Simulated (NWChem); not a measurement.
Species: AuNH$_{3}$F; SMILES [NH3]->[Au][F]

```xyz
6

Au     0.0000     0.0000     0.0447
F      0.0000     0.0000     1.9689
N      0.0000     0.0000    -2.0146
H     -0.0667     0.9463    -2.3942
H     -0.7861    -0.5309    -2.3942
H      0.8528    -0.4154    -2.3942
```
Atoms are numbered in this order, from 1.

Coordinates come from a PBE0/def2-SVP optimisation. No frequency run checked for a minimum. def2 effective core potentials on Au; no spin-orbit coupling.

Question: List the 4 lowest vertical singlet excitations from CAM-B3LYP/def2-SVPD with def2 effective core potentials on Au, TDA (NWChem).

Answer: 
| state | energy (eV) | oscillator strength | leading excitation (squared amplitude) |
|---|---|---|---|
| S1 | 5.58 | 0.001 | HOMO−1 → LUMO (0.74) |
| S2 | 5.58 | 0.001 | HOMO−2 → LUMO (0.74) |
| S3 | 5.65 | 0.005 | HOMO → LUMO (0.90) |
| S4 | 6.15 | 0.000 | HOMO−3 → LUMO (0.79) |
